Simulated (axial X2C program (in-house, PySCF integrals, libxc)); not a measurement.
## RuSn along the bond: HF, with spin–orbit coupling

Calculated with an in-house relativistic program for diatomic molecules. Two-component (2c) means X2C with spin–orbit coupling and atomic mean-field two-electron Coulomb and Gaunt terms. Basis: Sn dyall-cv3z [11s12p9d4f1g], Ru dyall-cv3z [12s12p8d5f3g] (cores contracted in-house); Gaussian nuclei, density fitting, unrestricted open shells. Masses: Sn 119.902 u, Ru 101.904 u.

State: Ω = 3 (⟨Sz⟩ = 1.00, ⟨Lz⟩ = 2.00 at HF). Dipoles are positive if Ru is the positive end.

Results along the bond:

| R (Å) | μ (D) | HOMO (eV) | LUMO (eV) |
| --- | --- | --- | --- |
| 2.130 | 0.701 | -6.54 | 0.08 |
| 2.228 | 0.846 | -6.74 | 0.12 |
| 2.301 | 0.989 | -6.89 | 0.14 |
| 2.375 | 1.164 | -7.04 | 0.17 |
| 2.448 | 1.369 | -7.18 | 0.19 |
| 2.534 | 1.643 | -7.18 | 0.20 |
| 2.619 | 1.947 | -7.04 | 0.19 |
| 2.729 | 2.369 | -6.88 | 0.13 |
| 2.864 | 2.906 | -6.70 | 0.04 |
| 3.060 | 3.660 | -6.48 | -0.08 |

The state is one determinant whose occupation by symmetry is held fixed; it was picked as the lowest of a PBE0 search that is not exhaustive. PBE0 can misorder states that lie within some tenths of an eV, so this need not be the ground state of the molecule. The nearest other 2c determinant of the search, Ω = 1, lies 0.21 eV up at the distance of the search. With several unpaired electrons one determinant need not be a pure state. The determinant is spin-polarised beyond a pure state at some levels (its spin-free form has ⟨S²⟩ too high), which makes Re and μ there less reliable.
